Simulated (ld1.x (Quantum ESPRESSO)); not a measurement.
## silicon (Si) TM semilocal: all-electron and pseudo phase curves

| Item | Value |
| --- | --- |
| Element | Si (Z = 14) |
| Generator | ld1.x (Quantum ESPRESSO) 7.5 |
| Type | norm-conserving Troullier–Martins (semilocal form) |
| Functional | LDA (PZ) |
| Relativity | scalar-relativistic |
| Frozen core | [Ne] |
| Valence charge | 4 |
| Reference configuration | 3s2 3p1 (charge +1) |
| Partial waves | 3s (bound): rc 1.35 bohr; 3p (bound): rc 1.35 bohr |
| Local potential | the p channel |
| Core correction | a·sin(br)/r model core inside 0.65 bohr |

The phase is arctan(r·u′/u) with u = r·R(r), unwrapped; energies in Ry, scanned from -3 to 5 Ry. A pole is an energy at which the radial function vanishes at the test radius. The pseudo phase is shifted by a multiple of π to meet the all-electron one at the reference energy, and phase errors are pseudo minus all-electron; the curves can meet again beyond the range given. Levels narrower than the energy grid can be missing from the lists of poles.

```
channel  radius (bohr)  reference energy (Ry)  poles, all-electron  poles, pseudo  unbroken range about the reference energy with phases within 0.05 rad  phase error 1 Ry above the reference energy (rad)
      s           1.50                  -1.40                 none           4.16                                                              below 0.2                                             -0.022
      p           1.50                  -0.86                 none           4.13                                                              below 0.3                                             -0.033
```

Phases in the s channel:

```csv
E (Ry),all-electron,pseudo
-3.00,0.989,0.981
-2.76,0.948,0.941
-2.52,0.901,0.895
-2.28,0.845,0.841
-2.04,0.779,0.776
-1.80,0.700,0.698
-1.56,0.605,0.604
-1.32,0.491,0.491
-1.08,0.356,0.354
-0.84,0.199,0.193
-0.60,0.024,0.010
-0.36,-0.161,-0.185
-0.12,-0.344,-0.380
0.12,-0.513,-0.561
0.36,-0.663,-0.720
0.60,-0.791,-0.855
0.84,-0.898,-0.967
1.08,-0.988,-1.060
1.32,-1.063,-1.138
1.56,-1.125,-1.203
1.80,-1.179,-1.259
2.04,-1.224,-1.307
2.28,-1.263,-1.349
2.52,-1.297,-1.386
2.76,-1.327,-1.419
3.00,-1.354,-1.449
3.24,-1.377,-1.477
3.48,-1.399,-1.503
3.72,-1.418,-1.528
3.96,-1.435,-1.552
4.20,-1.451,-1.575
4.44,-1.466,-1.598
4.68,-1.480,-1.621
4.92,-1.492,-1.645
```
